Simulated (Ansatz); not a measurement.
Computed with Ansatz on PBE0-D4/def2-TZVP structures; ΔE is electronic, products minus reactants. CCSD(T)/CBS adds triple-zeta CCSD(T) − MP2 to the extrapolated MP2 energy (def2 sets, frozen cores). DFT in def2-TZVPP. For Ti outer-core shells are correlated without core-valence functions, which leaves a few kJ/mol of doubt a bond. Scalar relativity is left out up to krypton. One conformer a species, not always the lowest.

`[Cl][Ti]([Cl])([Cl])[c]1ccccc1` + `CC1=CC(C(F)(F)F)=[O+][Ti-]([F])([F])([F])[O]1` → `CC1=CC(C(F)(F)F)=[O+][Ti-]([Cl])([Cl])([Cl])[O]1` + `[F][Ti]([F])([F])[c]1ccccc1`  (redistribution)

`[Cl][Ti]([Cl])([Cl])[c]1ccccc1`:

Z-matrix (Å, degrees):
```
Ti
Cl 1 2.178
Cl 1 2.181 2 112.2
C 1 2.976 2 103.0 3 -91.6
Cl 1 2.181 2 112.2 3 127.7
C 1 2.977 2 103.1 3 -140.7
C 1 2.015 2 105.2 3 -116.2
C 4 1.386 1 155.8 2 -89.6
H 4 1.085 1 84.8 2 85.5
C 6 1.386 1 155.8 2 89.5
H 6 1.085 1 84.8 2 -85.6
C 8 1.388 4 120.0 1 -5.8
H 8 1.084 4 119.9 1 174.3
H 10 1.084 6 119.9 1 -174.3
H 12 1.084 8 119.9 4 -179.8
```

`CC1=CC(C(F)(F)F)=[O+][Ti-]([F])([F])([F])[O]1`:

Z-matrix (Å, degrees):
```
Ti
O 1 1.952
F 1 1.749 2 121.4
F 1 1.749 2 121.3 3 -162.6
C 1 2.989 2 17.7 3 -81.2
F 1 1.757 2 86.8 3 98.7
O 1 2.049 2 80.8 3 -81.3
C 5 1.531 1 140.3 2 0.0
C 5 1.366 1 99.3 2 -179.9
C 7 1.253 1 136.1 2 -0.0
F 8 1.330 5 110.0 1 -60.2
F 8 1.333 5 111.9 1 179.5
F 8 1.330 5 110.1 1 59.3
H 9 1.078 5 120.0 1 -179.9
C 10 1.490 7 117.4 1 -179.5
H 15 1.088 10 112.4 7 -174.3
H 15 1.092 10 109.1 7 -51.8
H 15 1.093 10 108.6 7 64.5
```

`CC1=CC(C(F)(F)F)=[O+][Ti-]([Cl])([Cl])([Cl])[O]1`:

Z-matrix (Å, degrees):
```
Ti
O 1 2.056
Cl 1 2.187 2 87.1
Cl 1 2.187 2 87.2 3 115.6
C 1 3.011 2 64.1 3 -122.0
C 1 3.046 2 17.5 3 -121.5
Cl 1 2.212 2 169.6 3 -121.7
O 1 1.925 2 80.4 3 -122.2
C 5 1.487 1 140.2 2 -179.7
C 5 1.386 1 97.8 2 0.4
C 6 1.536 1 143.7 2 0.2
H 9 1.093 5 109.0 1 -57.6
H 9 1.088 5 112.1 1 -179.5
H 9 1.093 5 109.0 1 58.7
H 10 1.078 5 120.3 1 179.8
F 11 1.329 6 109.9 1 -61.9
F 11 1.334 6 111.8 1 178.0
F 11 1.328 6 110.1 1 57.7
```

`[F][Ti]([F])([F])[c]1ccccc1`:

Z-matrix (Å, degrees):
```
Ti
F 1 1.752
F 1 1.751 2 111.6
C 1 2.986 2 85.7 3 -104.1
F 1 1.752 2 113.7 3 127.3
C 1 2.988 2 126.5 3 -130.2
C 1 2.028 2 106.3 3 -116.2
C 4 1.386 1 156.2 2 -155.3
H 4 1.086 1 84.7 2 27.4
C 6 1.386 1 156.1 2 40.5
H 6 1.086 1 84.7 2 -142.2
C 8 1.388 4 119.9 1 3.6
H 8 1.084 4 120.0 1 -176.6
H 10 1.084 6 120.0 1 176.6
H 12 1.084 8 119.8 4 179.9
```

| level | ΔE (kJ/mol) |
| --- | --- |
| r2SCAN-D4 | 13.5 |
| PBE0 | 13.0 |
| HF/def2-TZVPP | 27.5 |
| CCSD(T)/def2-TZVPP | 18.5 |

**Question.** What does CCSD(T)/CBS give? (Best estimate.)

**Answer.** Ansatz gave: +19.1 kJ/mol. The listed levels differ from it by -5.6, -6.1, 8.4, -0.6 kJ/mol.

Largest T1 diagnostic among the species: 0.022, so the coupled-cluster value is less sure than usual.

Leaving LDA and LC-ωPBE aside and taking each functional with its dispersion term where it has one, the values, not all of them listed here, spread over 11.1 kJ/mol, from revPBE-D4 to BHLYP-D4. From PBE to PBE0 (25 % exact exchange), in def2-TZVPP and without D4, ΔE moves by +4.5 kJ/mol.

CCSD(T)/CBS has its own doubt, a few kJ/mol and more with outer-core shells, so smaller differences from it don't rank the levels.
